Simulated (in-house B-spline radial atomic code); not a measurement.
# RPA and G0W0 on HSE06: W VII (W6+)

Configuration [Xe] 4f14, mean-field start HSE06. Computed with an all-electron radial atomic-structure program (B-spline basis): all electrons, scalar-relativistic (spin-free one-electron X2C), finite nucleus, each spin shell either full or empty, empty states to l = 9 with an (l + 1/2)⁻⁴ tail; G0W0 by contour deformation at full frequency.

Without the two-electron picture change, the correlation of inner shells comes somewhat too large for so heavy an element.

Command:
```bash
python run_gw.py task.json out
```
Settings (radii: box in bohr, nucleus in fm):
```
Z                        74
electrons                68
configuration            [Xe] 4f14
hamiltonian              x2c
method                   hse06
lmax                     9
rms_radius               5.3658
spin_polarised           False
box_radius               9.29
intervals                66
```

Time taken, with all properties: 3 s on 1 thread of AMD EPYC 9R14, on a shared host.

Energies (hartree):

| term | value |
| --- | --- |
| mean-field total | -16135.74606 |
| Hartree-Fock functional on these orbitals | -16131.12998 |
| direct second order | -7.1879 |
| second-order exchange | 1.7833 |
| SOSEX correction | 1.6646 |

Question: What is the RPA correlation energy, and what remains with SOSEX?

Answer: RPA gives -6.2213 hartree (-2.49 eV per electron); RPA + SOSEX gives -4.5567, and the second-order doubles -5.4046 hartree (no singles). RPA lacks exchange-type terms and so overcorrelates at short range.

Quasi-particle levels (eV):

```csv
level,occupied,mean field,Σx - vxc,Σc,QP weight,G0W0
4f,yes,-113.25,-14.21,?,?,?
5p,yes,-118.14,-6.97,-0.80,0.966,-125.90
5d,no,-69.47,6.82,-1.86,0.977,-64.52
```

G0W0 = mean field + (Σx - vxc) + Σc, with Σc (partial-wave tail included) taken at the quasi-particle energy. Only the outer levels were computed. Levels of low weight are left out.

Question: Where does G0W0 put 4f?

Answer: At -123.25 eV, with Σc = 4.21 eV and a quasi-particle weight of 0.942. The tabulated removal energy is 122.01 ± 0.06 eV (NIST, semi-empirical); the calculation leaves out spin-orbit coupling, Breit and QED terms, and what these don't explain is the method's own error.
